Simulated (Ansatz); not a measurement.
Geometry optimisation, RKS PBE0/6-31G* in Ansatz.

Input:

```yaml
crystal:
  periodic: [false, false, false]
  atoms:
    - { symbol: B, position_ang: [0.0, 0.0, 0.0] }
    - { symbol: "N", position_ang: [0.0, 0.0, 1.9] }
    - { symbol: H, position_ang: [-0.877, -0.2713, 2.43] }
    - { symbol: H, position_ang: [0.877, 0.2713, 2.43] }
    - { symbol: H, position_ang: [1.0305, 0.0, -0.595] }
    - { symbol: Cl, position_ang: [-1.6108, 0.0, -0.93] }
    - { symbol: P, position_ang: [-0.643, 1.9963, 0.6969] }
    - { symbol: H, position_ang: [-1.9506, 2.2682, 0.2146] }
    - { symbol: H, position_ang: [-0.6475, 2.024, 2.1166] }
    - { symbol: H, position_ang: [-0.3498, 1.0859, 1.7636] }
basis:
  gaussian: { orbitals: "6-31G*" }
hamiltonian:
  xc: pbe0
relax:
  f_tol: 0.15
  max_steps: 25
  restrain:
    - { distance: [0, 6], at: 1.91, k: 30.0 }
    - { distance: [9, 1], at: 1.06, k: 30.0 }
    - { distance: [0, 1], at: 2.75, k: 30.0 }
    - { distance: [9, 6], at: 2.62, k: 30.0 }
```

Launched with:

```bash
$ ansatz run input.yaml --threads 1 --pin off --max-ram 2048MiB --backend cpu --events-out ev --progress --plain --runs-dir out
```

Q: Where does it end, and by what steps?

A: The run converged. The restraints hold the end off the free minimum; the threshold counts their pulls, which the force column leaves out. Restrained pairs: B1–P7 (2.21 → 1.91 Å), N2–H10 (1.15 → 1.04 Å), B1–N2 (1.90 → 2.74 Å), P7–H10 (1.43 → 2.63 Å). After 12 steps the energy has fallen by 5.516 eV (the restraints' own energy left out); H9 moved furthest, 1.39 Å.

| step | energy less start (eV) | largest force component (eV/Å) | accepted |
| --- | --- | --- | --- |
| 0 | 0.0000 | 5.903 | yes |
| 1 | -1.8660 | 3.719 | yes |
| 2 | -2.3976 | 3.241 | yes |
| 3 | -3.0294 | 2.945 | yes |
| 4 | -4.3787 | 2.601 | yes |
| 5 | -5.1859 | 1.121 | yes |
| 6 | -5.3134 | 1.139 | yes |
| 7 | -5.3949 | 1.065 | yes |
| 8 | -5.4606 | 1.015 | yes |
| 9 | -5.4968 | 0.940 | yes |
| 10 | -5.4981 | 0.981 | yes |
| 11 | -5.5081 | 0.848 | yes |
| 12 | -5.5160 | 0.889 | yes |

```xyz
10
Properties=species:S:1:pos:R:3
B -0.216 0.624 -0.413
N -0.150 -0.114 2.220
H -0.793 -0.815 2.575
H 0.628 -0.044 2.871
H 0.938 0.400 -0.604
Cl -1.395 -0.526 -1.033
P -0.787 2.371 0.112
H -1.901 2.056 0.932
H 0.146 2.624 1.148
H -0.640 0.798 2.219
```

Run time: 63 s on 1 thread of Intel(R) Xeon(R) Platinum 8259CL CPU @ 2.50GHz (Skylake/Cascade Lake) (shared host), peak memory 0.17 GiB.
